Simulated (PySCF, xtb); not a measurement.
CH6OSSiTe. Atoms are numbered in the order given.

```xyz
11

Te     0.3483     0.3230     0.7345
S     -1.4774     1.1355    -0.5550
C     -2.9426     0.2908     0.1420
H     -2.8664    -0.7953    -0.0012
H     -3.8060     0.6721    -0.4248
H     -3.0705     0.5293     1.2065
O      0.7390    -1.4352    -0.1857
Si     1.5462    -1.4999    -1.6553
H      0.7900    -0.7915    -2.7320
H      1.6642    -2.9455    -1.9992
H      2.9107    -0.8945    -1.5575
```

Geometry: r2SCAN-D4/def2-SVP. The structure was generated by enumeration, and PubChem lists no compound with its InChIKey, so it may never have been made. The def2 effective core potentials stand for the cores of Te; spin–orbit coupling is left out. Other conformers were not sampled.

Method: C-PCM-M06-2X/def2-SVP run with PySCF 2.14.0.

The values are the electrostatic part of the solvation free energy, E(continuum) − E(gas) at the gas-phase geometry, in a cavity of scaled van der Waals radii (PySCF's table); cavitation and dispersion terms are not included. In vacuum the orbital gap is 6.83 eV. The dipole moment in vacuum is 1.85 D.

```json
[
 {"solvent": "water", "ε": "78.36", "ΔG(elec) (kcal/mol)": "-4.1", "dipole (D)": "2.39", "gap (eV)": "6.89"},
 {"solvent": "diethylether", "ε": "4.24", "ΔG(elec) (kcal/mol)": "-3.1", "dipole (D)": "2.24", "gap (eV)": "6.88"},
 {"solvent": "chloroform", "ε": "4.71", "ΔG(elec) (kcal/mol)": "-3.2", "dipole (D)": "2.26", "gap (eV)": "6.88"}
]
```

For comparison, GFN2-xTB/ALPB(water) (xtb, at the GFN2-xTB geometry, all terms of that model) gives -1.5 kcal/mol.
